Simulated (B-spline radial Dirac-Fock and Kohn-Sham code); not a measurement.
## Nd³⁺: photoemission with 3610 eV photons

System: neodymium as Nd³⁺, configuration 1s2 2s2 2p6 3s2 3p6 3d10 4s2 4p6 4d10 4f3 5s2 5p6.

Input file task.json (cfg lists n, l and occupation; rrms is the nuclear radius in fm):

```json
{"items": [{
  "Z": 60,
  "q": 3,
  "cfg": [[1, 0, 2], [2, 0, 2], [2, 1, 6], [3, 0, 2], [3, 1, 6], [3, 2, 10], [4, 0, 2], [4, 1, 6], [4, 2, 10], [4, 3, 3], [5, 0, 2], [5, 1, 6]],
  "A": 142,
  "rrms": 4.9123,
  "do": ["binding", "quiet", "photo"],
  "hv": [29.2, 47.0, 74.5, 76.5, 220.0, 392.0, 536.0, 698.0, 1280.0, 1500.0, 1550.0, 2160.0, 3610.0, 4510.0, 6630.0, 8390.0, 8930.0, 8940.0, 9360.0, 15000.0, 16100.0, 16400.0, 48600.0, 57000.0]
}]}
```

Command: `python xray_run.py task.json out`

Calculated with a radial finite-basis atomic code, using the independent-particle Dirac-Slater model, thresholds from Dirac-Fock. The asymmetry parameter β is from the dipole term alone. Kinetic energies are from the vacuum level. Open shells are spread statistically over j, without multiplet splitting.

The last column is dσ/dΩ = σ/(4π) · [1 − (β/2) P₂(cos θ)] at θ = 90° from the beam of unpolarised light.

| subshell | electrons | binding (eV) | kinetic (eV) | σ (kb) | β | dσ/dΩ (kb/sr) |
| --- | --- | --- | --- | --- | --- | --- |
| 3s | 2 | 1619.1 | 1990.9 | 15.2 | 1.98 | 1.81 |
| 3p1/2 | 2 | 1444.7 | 2165.3 | 19.9 | 1.60 | 2.22 |
| 3p3/2 | 4 | 1340.3 | 2269.7 | ? | ? | ? |
| 3d3/2 | 4 | 1040.1 | 2569.9 | 26.2 | 1.25 | 2.74 |
| 3d5/2 | 6 | 1018.2 | 2591.8 | 36.7 | 1.20 | 3.80 |
| 4s | 2 | 364.9 | 3245.1 | 3.88 | 1.98 | 0.462 |
| 4p1/2 | 2 | 297.2 | 3312.8 | 4.34 | 1.65 | 0.487 |
| 4p3/2 | 4 | 274.6 | 3335.4 | 8.11 | 1.71 | 0.921 |
| 4d3/2 | 4 | 161.6 | 3448.4 | 4.40 | 1.26 | 0.461 |
| 4d5/2 | 6 | 157.7 | 3452.3 | 6.14 | 1.20 | 0.635 |
| 4f5/2 | 1.29 | 37.19 | 3572.8 | 0.0677 | 0.81 | 0.00647 |
| 4f7/2 | 1.71 | 36.78 | 3573.2 | 0.0859 | 0.79 | 0.00818 |
| 5s | 2 | 76.87 | 3533.1 | 0.730 | 1.98 | 0.0868 |
| 5p1/2 | 2 | 55.62 | 3554.4 | 0.685 | 1.65 | 0.0770 |
| 5p3/2 | 4 | 52.17 | 3557.8 | 1.26 | 1.71 | 0.143 |

Task: What are σ and β for 3p3/2?

Result: σ = 38.1 kb, the largest of all subshells and 23 % of the total, and β = 1.66, which gives dσ/dΩ = 4.29 kb/sr.

Run: 5.7 s of CPU time on 1 thread of Intel(R) Xeon(R) Platinum 8375C CPU @ 2.90GHz (shared host), peak memory 0.47 GiB.
